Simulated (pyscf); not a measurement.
PySCF, gas phase, ωB97X-D3(BJ)/def2-SVP geometries.

SMILES: B[NH][WH]([F])([F])([F])[F]
```xyz
11

B      0.7369     0.6975     1.1549
N     -0.4816    -0.0287     0.9498
W     -1.6770    -0.1881    -0.6045
F     -2.0727    -1.5824    -1.7793
F     -2.5290    -1.3662     0.5696
F     -2.4497     1.0029    -1.8081
F     -0.1180     0.2970    -1.4863
H      1.2532     1.2947     0.2493
H      1.2069     0.6882     2.2682
H     -0.8668    -0.4641     1.7872
H     -2.6225     0.8457     0.3227
```
Charge 0, spin multiplicity 1.

Problem. What is the homolytic dissociation enthalpy (298 K, ωB97M-D3(BJ)/def2-TZVP) of the N–W bond of H₂B–NH–WH(F)(F)(F)–F (SMILES B[NH][WH]([F])([F])([F])[F]), to [H₂B–NH]• + [F–WH(F)(F)–F]•?

Solution. N–W to [H₂B–NH]• + [F–WH(F)(F)–F]•: 56.3 kcal/mol. The 7 functionals that were run give +56.3 (ωB97M-D3(BJ)) to +61.2 kcal/mol (ωB97X-D3(BJ)). The radicals are drawn with the spin at the cut bond; how far it spreads was not checked. [H₂B–NH]• lies 8.3 kcal/mol over its isomer [HB–NH₂]•, and others may lie lower still (electronic energy, ωB97M-D3(BJ)). Open-shell species with a d-block atom are single-reference here; other states, and whether the spin sits on metal or ligand, were not checked. Elements past Kr carry the def2 core potentials, without spin-orbit coupling.
